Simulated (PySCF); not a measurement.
Computed properties of Si(NH2)(SiH3) (H5NSi2), SMILES N[Si][SiH3]

Si(NH2)(SiH3) (H5NSi2), SMILES N[Si][SiH3] (connectivity only; charge and spin as stated), neutral, multiplicity 1. Geometry optimised at r2SCAN-D4/def2-TZVP. Other conformers were not sampled. All values are computed for the isolated molecule unless a solvent is named; none is compared with measurement here.

**Structure.** The optimised structure has Cs symmetry. All 18 harmonic modes at r2SCAN-D4/def2-TZVP (PySCF) are real, so it is a minimum. With heavy atoms numbered as in [Si:1]([NH2:2])[SiH3:5], the shortest bond between them is Si1–N2 at 1.714 Å and the longest Si1–Si5 at 2.414 Å.

**Vibrations.** The strongest infrared lines (harmonic, unscaled, degenerate partners summed) lie at 865 cm⁻¹ (155 km/mol, H 83 %, Si 11 %), 817 cm⁻¹ (125 km/mol, H 73 %, N 20 %), 2149 cm⁻¹ (117 km/mol, H 97 %). The softest mode is at 84 cm⁻¹ and the zero-point energy is 31.9 kcal/mol.

**Electronic structure.** HF/def2-TZVPD (PySCF) places the frontier levels at -8.26 and 1.13 eV, a gap of 9.39 eV, and gives a dipole moment of 2.00 D and a mean polarisability of 72.3 bohr³.

**Excitations.** TDA-ωB97X/def2-SVPD (PySCF) has S1 at 2.92 eV (425 nm, f = 0.012, weak); the most intense of the 10 singlets computed lies at 6.70 eV (f = 0.26). T1 (TDA) is at 1.89 eV, 1.03 eV under S1.

**NMR.** GIAO shifts at PBE0/pcSseg-1 (PySCF) (non-relativistic, atoms alike by connectivity averaged): ¹H from 3.7 to 6.8 ppm against TMS; ²⁹Si from -87.6 to 436.6 ppm against TMS.
